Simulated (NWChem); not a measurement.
Species: disiloxane (Si₂H₆O); SMILES [SiH3]O[SiH3]

Program: NWChem. All runs use the structure optimised with PBE0/def2-SVP. Level: PBE0/def2-SVP with SMD (1 M gas to 1 M solution), gas-phase geometry. Reactions with the solvent are ignored.

For solvent water:

```
Property                                     Result
-------------------------------------------  ------
solvation free energy (kcal/mol)                2.6
cavity-dispersion-structure term (kcal/mol)     3.3
dipole in solution (D)                         0.53
```

**Question.** How do the values read with solvent n-hexane instead?

**Answer.** 
| Quantity | Result |
|---|---|
| solvation free energy (kcal/mol) | -0.9 |
| cavity-dispersion-structure term (kcal/mol) | -0.6 |
| dipole in solution (D) | 0.43 |
